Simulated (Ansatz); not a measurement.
Species: C$_{3}$H$_{5}$ClSi, SMILES `CC#C[SiH2]Cl` (charge 0, multiplicity 1).

### Question
Give a relaxed geometry from PBE0-D4/def2-TZVP run with Ansatz (a first-principles code).

### Answer
the end point of this relaxation (outside a Z-matrix the atoms follow the SMILES, hydrogens last).
Bonds (Å): C1–C2 1.446, C1–H6 1.093, C1–H7 1.093, C1–H8 1.093, C2–C3 1.209, C3–Si4 1.804, Si4–Cl5 2.056, Si4–H9 1.479, Si4–H10 1.479. Bond angles (°): C2–C1–H6 110.8, C2–C1–H7 110.6, C2–C1–H8 110.8, H6–C1–H7 108.2, H6–C1–H8 108.3, H7–C1–H8 108.2, C1–C2–C3 179.8, C2–C3–Si4 180.0, C3–Si4–Cl5 110.0, C3–Si4–H9 110.4, C3–Si4–H10 110.4, Cl5–Si4–H9 107.6, Cl5–Si4–H10 107.7, H9–Si4–H10 110.6.
